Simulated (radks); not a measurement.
Question: Spherical quantum dot in the effective-mass picture: electrons in a parabolic well V = omega^2 r^2 / 2 with omega = 0.428, with a point charge +1 (a donor) at the centre, all in effective atomic units (hartree* = m*/eps^2 hartree, bohr* = eps/m* bohr), one dielectric constant everywhere. Method: non-relativistic Kohn-Sham, PBEsol, spin-polarised, spherical densities; computed with a radial shooting solver with Libxc functionals. Levels are named by radial order and angular momentum (1s, 1p, 1d, 2s, ...), and open shells are averaged over m. At N = 28 the configuration is 1s2 1p6 1d10 2s2 1f(up 7, down 1). Does electron 29 go into 2p down or 2p up or 1f down?

Answer: Into 1f down. The total energies of the other choices lie higher by 0.0243 hartree* (2p up), 0.0439 hartree* (2p down).
